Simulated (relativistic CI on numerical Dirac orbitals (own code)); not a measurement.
# What each ingredient does to the levels of Bi²⁸⁺

Base calculation: Dirac-Coulomb-Breit CI, KLI orbitals optimised for each configuration, QED by a radiative potential, unscaled Slater integrals.

CI space (outside the closed core [Ar] 3d10): 4s2 4p6 4d10 4f9, 4s2 4p6 4d10 4f8 5s, 4s2 4p6 4d9 4f10, 4s2 4p6 4d10 4f7 5s2, 4s2 4p6 4d10 4f8 5p, 4s2 4p6 4d8 4f11, 4s2 4p6 4d10 4f8 5d, 4s2 4p5 4d10 4f10, 4s 4p6 4d10 4f10, 4p6 4d10 4f11, 4s 4p5 4d10 4f11. Levels of other configurations are missing.

Variants: (1) only the first configuration; (2) non-relativistic limit. Shifts of the energy above 4s2 4p6 4d10 4f9 6H°_15/2, in cm⁻¹, for the lowest level and the first level of each name with at least 55 % of one term (blank where a level changes its place among those of its configuration and J or its character, or is not in the variant):

| Level | Base | Δ(1) | Δ(2) |
| --- | --- | --- | --- |
| 4s2 4p6 4d10 4f9 6H°_15/2 | 0.0 | 0.0 | 0.0 |
| 4s2 4p6 4d10 4f9 6H°_13/2 | 35187.9 | -319.1 | -35187.9 |
| 4s2 4p6 4d10 4f9 4M°_21/2 | 81603.0 | -3546.3 | -21787.7 |
| 4s2 4p6 4d10 4f9 4M°_19/2 | 125622.6 | -3112.8 |  |
| 4s2 4p6 4d10 4f9 4P°_1/2 | 126098.4 | +3502.6 |  |

At this charge energies of transitions that change n are usually good to better than 1 %, and those within a shell (Δn = 0) to a few per cent. Terms inside the open d or f shell come out 10 to 20 % too wide with unscaled integrals.

Ionisation energy from the two ground configurations alone: base 988.419 eV. The NIST ASD value (theoretical) is 990 eV.

LS names give the leading component of a level, which can be under half, so a name can repeat, a term be missing and a line seem to break the LS rules.
